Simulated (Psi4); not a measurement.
Two rigid molecules brought together: HCl ··· HCl (SMILES Cl and Cl). Monomers: optimised at B3LYP-D3(BJ) (def2-TZVP), held rigid. Orientation: lowest of the rigid-body minima from ten starts at GFN2-xTB. R is the distance of the centres of mass, along which the second monomer moves.

Methods: PBE/def2-TZVP, counterpoise-corrected (Psi4); PBE-D3(BJ)/def2-TZVP, counterpoise-corrected (Psi4); wB97X-D/def2-TZVP, counterpoise-corrected (Psi4); CCSD(T)/aug-cc-pVDZ = DF-CCSD(T)/aug-cc-pVDZ, frozen core, counterpoise-corrected run with Psi4.

Interaction energies in kJ/mol; the last columns give the difference from CCSD(T):

```tsv
R / Å	PBE/def2-TZVP	PBE-D3(BJ)/def2-TZVP	wB97X-D/def2-TZVP	CCSD(T)/aug-cc-pVDZ	PBE/def2-TZVP − CCSD(T)/aug-cc-pVDZ	PBE-D3(BJ)/def2-TZVP − CCSD(T)/aug-cc-pVDZ	wB97X-D/def2-TZVP − CCSD(T)/aug-cc-pVDZ
2.92	39.10	35.13	48.87	60.16	-21.06	-25.04	-11.29
3.11	11.20	7.47	17.41	24.82	-13.62	-17.35	-7.41
3.28	-0.67	-4.14	3.23	8.37	-9.04	-12.51	-5.15
3.50	-6.80	-9.88	-4.73	-1.72	-5.08	-8.16	-3.01
3.69	-8.07	-10.80	-6.83	-5.13	-2.94	-5.67	-1.70
3.92	-7.59	-9.89	-6.90	-6.14	-1.45	-3.75	-0.76
4.19	-6.14	-7.97	-5.83	-5.53	-0.62	-2.45	-0.30
4.49	-4.50	-5.87	-4.43	-4.29	-0.22	-1.58	-0.15
4.97	-2.57	-3.38	-2.70	-2.61	0.04	-0.77	-0.09
5.71	-1.07	-1.41	-1.24	-1.20	0.14	-0.21	-0.04
6.69	-0.41	-0.53	-0.51	-0.50	0.09	-0.03	-0.01
8.03	-0.16	-0.20	-0.19	-0.19	0.03	-0.01	0.00
```

PBE/def2-TZVP is furthest from CCSD(T)/aug-cc-pVDZ at 2.92 (-21.06 kJ/mol, below); its mean absolute difference over the points is 4.53 kJ/mol.

PBE-D3(BJ)/def2-TZVP is furthest from CCSD(T)/aug-cc-pVDZ at 2.92 (-25.04 kJ/mol, below); its mean absolute difference over the points is 6.46 kJ/mol.

wB97X-D/def2-TZVP is furthest from CCSD(T)/aug-cc-pVDZ at 2.92 (-11.29 kJ/mol, below); its mean absolute difference over the points is 2.49 kJ/mol.
